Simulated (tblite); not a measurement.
Species: C7H10N (charge +1).
SMILES with atom numbers: `[CH:1]#[C:2]/[CH:3]=[N+:4](/[CH3:5])[CH2:6][CH:7]=[CH2:8]` (hydrogens: H9 on C1; H10 on C3; H11, H12, H13 on C5; H14, H15 on C6; H16 on C7; H17, H18 on C8)
Bond orders are those of one Lewis drawing.

Computed with GFN2-xTB (tblite), gas phase: Langevin dynamics at 300 K from the optimised GFN2-xTB geometry, time step 0.5 fs, friction 0.01 fs⁻¹, 2000 steps. The instantaneous temperature is 2·E(kin)/(3Nk) with all 3N coordinates.

```
t (fs)  T (K)  E(pot) above start (eV)  C1≡C2 (Å)  C2–C3 (Å)  C3=N4 (Å)  N4–C5 (Å)  N4–C6 (Å)  C1–H9 (Å)  C3–N4–C6–C7 (°)
     0    254                    0.000      1.206      1.396      1.286      1.435      1.450      1.054               98
    25    186                    0.325      1.199      1.416      1.279      1.425      1.466      1.039               98
    50    164                    0.437      1.230      1.414      1.267      1.405      1.492      1.050               92
    75    213                    0.299      1.209      1.406      1.274      1.410      1.436      1.064               92
   100    243                    0.351      1.201      1.398      1.289      1.480      1.452      1.046               99
   125    288                    0.349      1.215      1.372      1.289      1.444      1.443      1.080              107
   150    250                    0.542      1.203      1.385      1.298      1.455      1.504      1.029               99
   175    263                    0.421      1.199      1.424      1.277      1.477      1.457      1.061              108
   200    274                    0.561      1.228      1.397      1.283      1.434      1.414      1.062              121
   225    302                    0.585      1.196      1.430      1.297      1.467      1.469      1.053              119
   250    279                    0.710      1.215      1.373      1.268      1.427      1.508      1.069              118
   275    291                    0.766      1.223      1.370      1.276      1.422      1.412      1.046              116
   300    368                    0.613      1.190      1.441      1.295      1.448      1.485      1.056              113
   325    308                    0.821      1.239      1.464      1.271      1.403      1.477      1.061              109
   350    353                    0.628      1.239      1.417      1.277      1.434      1.408      1.076               99
   375    254                    0.889      1.173      1.389      1.306      1.458      1.429      1.042               99
   400    378                    0.554      1.230      1.359      1.319      1.467      1.440      1.069               99
   425    350                    0.759      1.219      1.382      1.287      1.431      1.428      1.053               87
   450    427                    0.619      1.169      1.472      1.280      1.436      1.438      1.070              105
   475    351                    0.913      1.265      1.373      1.281      1.478      1.450      1.072               92
   500    306                    0.821      1.171      1.389      1.303      1.417      1.396      1.047               88
   525    263                    0.748      1.220      1.383      1.296      1.458      1.475      1.054               95
   550    245                    0.565      1.219      1.410      1.289      1.467      1.473      1.063               89
   575    206                    0.601      1.193      1.408      1.259      1.425      1.430      1.050               90
   600    255                    0.558      1.234      1.371      1.277      1.436      1.497      1.058               95
   625    333                    0.432      1.190      1.369      1.291      1.404      1.469      1.071              101
   650    227                    0.480      1.181      1.419      1.305      1.450      1.457      1.035               95
   675    228                    0.606      1.254      1.396      1.276      1.473      1.432      1.076               97
   700    310                    0.726      1.205      1.473      1.283      1.466      1.443      1.046               97
   725    333                    0.427      1.183      1.408      1.300      1.406      1.442      1.049               94
   750    235                    0.570      1.251      1.363      1.324      1.447      1.422      1.064               94
   775    208                    0.615      1.192      1.405      1.302      1.448      1.455      1.050               98
   800    244                    0.612      1.200      1.411      1.265      1.424      1.449      1.044              108
   825    289                    0.506      1.235      1.455      1.272      1.412      1.420      1.066              105
   850    270                    0.653      1.213      1.471      1.334      1.466      1.428      1.042              110
   875    345                    0.407      1.201      1.397      1.300      1.476      1.423      1.074              112
   900    225                    0.701      1.203      1.356      1.294      1.452      1.463      1.032              101
   925    362                    0.526      1.204      1.377      1.282      1.454      1.438      1.076              117
   950    303                    0.471      1.209      1.425      1.274      1.445      1.481      1.040              113
   975    290                    0.368      1.221      1.410      1.274      1.441      1.449      1.080              117
  1000    222                    0.559      1.191      1.385      1.266      1.457      1.458      1.031              128
```

**Question.** From 500 fs on, how do temperature and potential energy compare with equipartition?

**Answer.** The mean temperature of these 21 frames is 271 K against the target 300 K, and the mean potential energy 0.57 eV against 48 × kT/2 = 0.62 eV for 48 classical harmonic modes. For 18 atoms in a canonical ensemble the temperature itself scatters by T·√(2/(3N)) = 58 K; here its standard deviation is 47 K. The whole run lasts only 10 friction times of 100 fs, so these averages carry a wide statistical error.

**Question.** What are the kinetic and total energies of the listed frame with the highest potential energy?

**Answer.** The one at 475 fs, 0.913 eV above the start. Its kinetic energy is 3NkT/2 = 0.817 eV at 351 K, so the sum is 1.73 eV; over the listed frames the sum runs from 0.59 to 1.73 eV, since the thermostat adds and removes energy.

**Question.** How much do the listed bonds fluctuate from 500 fs on?

**Answer.** 
```csv
bond,at the start (Å),mean (Å),standard deviation (Å)
C1≡C2,1.206,1.208,0.022
C2–C3,1.396,1.404,0.032
C3=N4,1.286,1.289,0.019
N4–C5,1.435,1.444,0.021
N4–C6,1.450,1.448,0.024
C1–H9,1.054,1.055,0.015
```

The motion is classical and holds no zero-point motion.

The cost below is that of the whole dynamics run. Time: 11 s of wall time; peak memory 0.18 GiB. Hardware: one thread of an Intel Xeon Platinum 8488C, no GPU, shared host with 96 logical CPUs at a one-minute load of 3.7.
